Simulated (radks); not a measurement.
Spherical quantum dot in the effective-mass picture: electrons in a parabolic well V = omega^2 r^2 / 2 with omega = 0.482, with a point charge +1 (a donor) at the centre, all in effective atomic units (hartree* = m*/eps^2 hartree, bohr* = eps/m* bohr), one dielectric constant everywhere. Method: non-relativistic Kohn-Sham, LDA (Slater exchange, Perdew-Wang correlation), spin-polarised, spherical densities; computed with a radial shooting solver with Libxc functionals. Levels are named by radial order and angular momentum (1s, 1p, 1d, 2s, ...), and open shells are averaged over m. Results are scaled to m* = 0.038 and eps = 16.8, for which hartree* = 3.664 meV and bohr* = 23.4 nm. Each electron was tried in the lowest free levels, single moves between levels near the top were tried too, and the lowest total energy was kept; such a search can miss a lower state. At N = 1 the Hartree and exchange-correlation terms need not cancel, so that row can carry a self-interaction error.

N	open shells	2S	E (meV)	mu = E(N) - E(N-1) (meV)	addition energy mu(N+1) - mu(N) (meV)	rms radius (nm)
1	1s(up 1, down 0)	1	-0.863504	-0.86350	2.568	29.74
2	none	0	0.841036	1.7045	3.972	34.05
3	1p(up 1, down 0)	1	6.51724	5.6762	1.216	42.92
4	1p(up 2, down 0)	2	13.4099	6.8927	1.213	47.87
5	1p(up 3, down 0)	3	21.5159	8.1060	1.476	51.47
6	1p(up 3, down 1)	2	31.0984	9.5825	1.070	54.61
7	1p(up 3, down 2)	1	41.7510	10.653	1.065	57.26
8	none	0	53.4688	11.718	1.770	59.61
9	2s(up 1, down 0)	1	66.9563	13.488	1.109	62.42
10	none	0	81.5532	14.597	1.213	64.91
11	1d(up 1, down 0)	1	97.3628	15.810	0.8953	67.17
12	1d(up 2, down 0)	2	114.068	16.705	0.8847	69.20
13	1d(up 3, down 0)	3	131.657	17.590	0.8733	71.07
14	1d(up 4, down 0)	4	150.120	18.463	0.8616	72.80
15	1d(up 5, down 0)	5	169.445	19.325	1.043	74.42
16	1d(up 5, down 1)	4	189.812	20.367	0.8170	75.98
17	1d(up 5, down 2)	3	210.997	21.184	0.8099	77.46
18	1d(up 5, down 3)	2	232.991	21.994	0.8019	78.87
19	1d(up 5, down 4)	1	255.787	22.796	0.7936	80.21
20	none	0	279.377	23.590	1.664	81.50
21	1f(up 1, down 0)	1	304.631	25.254	0.7412	82.95
22	1f(up 2, down 0)	2	330.626	25.995	0.7354	84.31
23	1f(up 3, down 0)	3	357.357	26.731	0.7294	85.62
24	1f(up 4, down 0)	4	384.817	27.460	0.7234	86.87
25	1f(up 5, down 0)	5	413.001	28.184	0.7175	88.07
26	1f(up 6, down 0)	6	441.902	28.901	0.7115	89.22
27	1f(up 7, down 0)	7	471.514	29.613	0.8679	90.34
28	1f(up 7, down 1)	6	501.995	30.480	0.6889	91.43
29	1f(up 7, down 2)	5	533.164	31.169	0.6847	92.49
30	1f(up 7, down 3)	4	565.018	31.854	0.6802	93.52
31	1f(up 7, down 4)	3	597.552	32.534	0.6757	94.52
32	1f(up 7, down 5)	2	630.762	33.210	0.6711	95.49
33	1f(up 7, down 6)	1	664.643	33.881	0.6665	96.43
34	none	0	699.191	34.548	0.8098	97.36
35	2p(up 1, down 0)	1	734.548	35.357	0.6720	98.27
36	2p(up 2, down 0)	2	770.578	36.029	0.6696	99.16
37	2p(up 3, down 0)	3	807.277	36.699	0.7655	100.0
38	2p(up 3, down 1)	2	844.741	37.465	0.6542	100.9
39	2p(up 3, down 2)	1	882.860	38.119	0.6519	101.7
40	none	0	921.630	38.771	1.015	102.6
41	1g(up 1, down 0)	1	961.416	39.785	0.6144	103.4
42	1g(up 2, down 0)	2	1001.82	40.400	0.6111	104.3
43	1g(up 3, down 0)	3	1042.83	41.011	0.6079	105.1
44	1g(up 4, down 0)	4	1084.44	41.619	-	105.9

All shells are closed at N = 2, 8, 10, 20, 34, 40 (there: 1s2 1p6 1d10 2s2 1f14 2p6); the second difference of the energy has clear peaks (12 % above both neighbours; the first and last values, which can be the largest, are not judged, and half-filled shells can peak too) at N = 2, 5, 8, 15, 20, 27, 34, 37, 40.
